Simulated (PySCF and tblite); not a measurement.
The numbers below are computed, except where a source is named.
4 diastereomers of C₅H₉FGeO, numbered alike:

```json
{"isomer": "A", "SMILES": "[F:1][C@@H:2]1[CH2:3][O:4][C@@H:5]2[C@@H:6]([GeH3:7])[C@H:8]12", "descriptors (one enantiomer)": "2S, 5S, 6S, 8S"}
{"isomer": "B", "SMILES": "[F:1][C@H:2]1[CH2:3][O:4][C@H:5]2[C@@H:6]([GeH3:7])[C@@H:8]12", "descriptors (one enantiomer)": "2R, 5R, 6S, 8R"}
{"isomer": "C", "SMILES": "[F:1][C@@H:2]1[CH2:3][O:4][C@H:5]2[C@@H:6]([GeH3:7])[C@@H:8]12", "descriptors (one enantiomer)": "2S, 5R, 6S, 8R"}
{"isomer": "D", "SMILES": "[F:1][C@H:2]1[CH2:3][O:4][C@@H:5]2[C@@H:6]([GeH3:7])[C@H:8]12", "descriptors (one enantiomer)": "2R, 5S, 6S, 8S"}
```

Each isomer is a Boltzmann average at 298.15 K over at most 2 conformers: GFN2-xTB geometries, energies PBE0/def2-SVP (IEF-PCM, benzene) (D3(BJ) added where defined), GIAO shieldings mPW1PW91/pcSseg-1 (IEF-PCM, benzene), GFN2-xTB thermal terms. Programs: PySCF with density fitting and tblite.

Task: What shifts does each isomer give (ppm; of two unlike H on one atom, a is the less shielded)?

Result: 
A: ¹H (against TMS): 5.81 (H2, 1H), 4.43 (H3a, 1H), 3.95 (H5, 1H), 3.85 (H3b, 1H), 1.70 (H8, 1H), 1.08 (H6, 1H). ¹³C (against TMS): 99.6 (C2), 74.4 (C3), 68.6 (C5), 26.5 (C8), 5.2 (C6).

B: ¹H (against TMS): 5.66 (H2, 1H), 4.53 (H3a, 1H), 4.35 (H5, 1H), 4.24 (H3b, 1H), 2.21 (H8, 1H), 0.76 (H6, 1H). ¹³C (against TMS): 102.4 (C2), 86.0 (C3), 69.3 (C5), 28.4 (C8), 17.6 (C6).

C: ¹H (against TMS): 5.15 (H2, 1H), 4.48 (H3a, 1H), 4.37 (H3b, 1H), 4.25 (H5, 1H), 2.08 (H8, 1H), 0.69 (H6, 1H). ¹³C (against TMS): 97.4 (C2), 84.9 (C3), 63.7 (C5), 28.0 (C8), 14.5 (C6).

D: ¹H (against TMS): 5.40 (H2, 1H), 4.57 (H3a, 1H), 4.08 (H5, 1H), 4.08 (H3b, 1H), 1.68 (H8, 1H), 0.02 (H6, 1H). ¹³C (against TMS): 101.1 (C2), 79.0 (C3), 68.2 (C5), 26.7 (C8), 3.4 (C6). H not on carbon is left out.

Task: Which carbons tell the isomers apart best?

Result: C6: 5.2 in A, 17.6 in B, 14.5 in C, 3.4 in D; C3: 74.4 in A, 86.0 in B, 84.9 in C, 79.0 in D; C5: 68.6 in A, 69.3 in B, 63.7 in C, 68.2 in D ppm.

Spin–orbit effects of the heavy atoms on shieldings are missing. Shifts are unscaled: against experiment ¹³C can be off by 15 ppm or more and ¹H by 0.8 ppm.
